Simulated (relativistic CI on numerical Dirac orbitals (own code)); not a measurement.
Sensitivity of the levels of Os22+ to α and to the nuclear radius

Calculated at this level of theory: Dirac-Coulomb-Breit CI, orbitals from a KLI potential per configuration, derivatives by finite differences, unscaled Slater integrals, QED left out (own radial code, finite nucleus).

CI space (outside the closed core [Ar] 3d10 4p6 4d10): 4s²4f⁸, 4s4f⁹, 4f¹⁰. Levels of other configurations are missing.

With x = (α/α₀)² − 1 an excitation energy changes as ω = ω₀ + qx; K = 2q/ω₀ is the relative enhancement. Terms are leading LS components, so labels can repeat. The field-shift factor is F = δν/δ⟨r²⟩ for the transition from the lowest level.

Lowest level 4s²4f⁸ ⁷F6.

```tsv
Level	ω₀ (cm⁻¹)	q (cm⁻¹)	K	F (GHz/fm²)
4s²4f⁸ ⁷F5	11348.0	13750	2.42	0.682
4s²4f⁸ ⁷F4	13599.8	5697	0.838	0.369
4s²4f⁸ ⁷F3	19638.2	17050	1.74	0.897
4s²4f⁸ ⁷F2	22213.4	16800	1.51	0.911
4s²4f⁸ ⁷F1	25019.9	22120	1.77	1.16
4s²4f⁸ ⁷F0	25984.6	22450	1.73	1.18
4s²4f⁸ ⁵D4	45291.0	9347	0.413	0.854
4s²4f⁸ ³H6	51996.9	-13220	-0.509	0.00582
4s²4f⁸ ⁵L10	57264.1	2300	0.0803	0.749
4s²4f⁸ ⁵G4	62412.2	-2371	-0.076	0.559
4s²4f⁸ ⁵L7	63843.1	-811.9	-0.0254	0.66
4s²4f⁸ ⁵G5	63969.6	6451	0.202	0.944
4s²4f⁸ ⁵L9	65518.1	11130	0.34	1.19
```

At this charge energies of transitions that change n are usually good to better than 1 %, and those within a shell (Δn = 0) to a few per cent. Terms inside the open d or f shell come out 10 to 20 % too wide with unscaled integrals.
